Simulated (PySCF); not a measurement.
C²⁺ (carbon, charge +2) across methods

[He] 2p2, high-spin 3P determinant (an excited configuration). All numbers are calculated (PySCF 2.14, the non-relativistic Hamiltonian (point nucleus), in aug-cc-pwCVQZ).

| method | E (hartree) | mean ε 1s α (eV) | mean ε 1s β (eV) | mean ε 2p α (eV) | Σ⟨r²⟩ (bohr²) | ⟨S²⟩ |
| --- | --- | --- | --- | --- | --- | --- |
| TPSSh | -35.9880 | -313.03 | -311.59 | -33.535 | 4.409 | 2.000 |
| r2SCAN | -35.9680 | -310.98 | -309.58 | -33.280 | 4.394 | 2.000 |
| PBE | -35.9443 | -307.03 | -305.66 | -32.835 | 4.423 | 2.000 |
| CAM-B3LYP | -35.9542 | -316.55 | -315.26 | -35.882 | 4.415 | 2.000 |
| r2SCAN0 | -35.9551 | -318.94 | -317.50 | -34.772 | 4.406 | 2.000 |
| LDA | -35.6173 | -304.41 | -302.98 | -32.661 | 4.440 | 2.000 |
| PBE0 | -35.9359 | -316.06 | -314.62 | -34.467 | 4.426 | 2.000 |

Task: Estimate the same row for UHF.

Result: E (hartree) = -35.84290; mean ε 1s α (eV) = -342.39; mean ε 1s β (eV) = -340.75; mean ε 2p α (eV) = -38.908; Σ⟨r²⟩ (bohr²) = 4.475; ⟨S²⟩ = 2.000.
